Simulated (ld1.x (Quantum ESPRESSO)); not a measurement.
**Nb, TM: configuration errors across variants**

ld1.x (Quantum ESPRESSO) 7.5 input, shortened:

```
&input
   title='Nb', zed=41., rel=1, dft='REVPBE', iswitch=3,
   config='[Kr] 4d4 5s1 5p0'
 /
 &inputp
   pseudotype=2, tm=.true., lloc=-1, rcloc=1.40,
   nlcc=.true., new_core_ps=.true., rcore=1.55
 /
3
5S  1  0   1.00   0.00  2.25  2.25  0.0
5P  2  1   0.00   0.00  4.20  4.20  0.0
4D  3  2   4.00   0.00  1.55  1.55  0.0
 &test
   configts(1)='4d4 5s1 5p0'
 /
```

All-electron excitation energies from the reference (eV): (1) 4d4 5s0 5p0 6.525; (2) 4d3 5s0 5p0 20.478; (3) 4d2 5s0 5p0 45.125; (4) 4d3 5s2 5p0 -0.493; (5) 4d4.5 5s0.5 5p0 0.544; (6) 4d5 5s0 5p0 1.240; (7) 4d3 5s1 5p0 6.962.

A true bound ghost makes a file unfit for plane-wave use even where its test errors are small: the radial tests pick states by their node count and pass the ghost by.

Errors AE − PS in meV (a dash: test not solved or not reliable):

| change | (1) | (2) | (3) | (4) | (5) | (6) | (7) | bound ghosts |
| --- | --- | --- | --- | --- | --- | --- | --- | --- |
| base | -11 | -73 | -501 | -45 | -9.4 | -31 | -27 | s, p |
| local potential all-electron potential smoothed inside 1.70 bohr (lloc = -1) | -11 | -73 | -504 | -54 | -9.7 | -32 | -40 | s, p |
| local potential all-electron potential smoothed inside 2.12 bohr (lloc = -1) | -11 | -76 | -516 | -69 | -10 | -33 | -59 | s |
| local potential all-electron potential smoothed inside 2.42 bohr (lloc = -1) | -11 | -80 | -532 | -107 | -13 | -34 | -101 | s |
| local potential all-electron potential smoothed inside 2.82 bohr (lloc = -1) | -11 | -91 | -571 | -16 | -10 | -37 | +23 | none |
| local potential all-electron potential smoothed inside 3.22 bohr (lloc = -1) | -11 | -107 | -622 | -44 | -12 | -41 | -26 | none |
| local potential all-electron potential smoothed inside 3.76 bohr (lloc = -1) | -12 | -135 | -701 | -60 | -14 | -47 | -55 | none |
| local potential all-electron potential smoothed inside 4.52 bohr (lloc = -1) | -21 | -311 | -1126 | -111 | -24 | -83 | -159 | none |
| local potential all-electron potential smoothed inside 4.80 bohr (lloc = -1) | -24 | -343 | -1190 | -117 | -25 | -89 | -176 | none |

Question: Give the same row for: local potential all-electron potential smoothed inside 3.94 bohr (lloc = -1).

Answer: -12, -139, -710, -61, -14, -48, -58; bound ghosts: none.
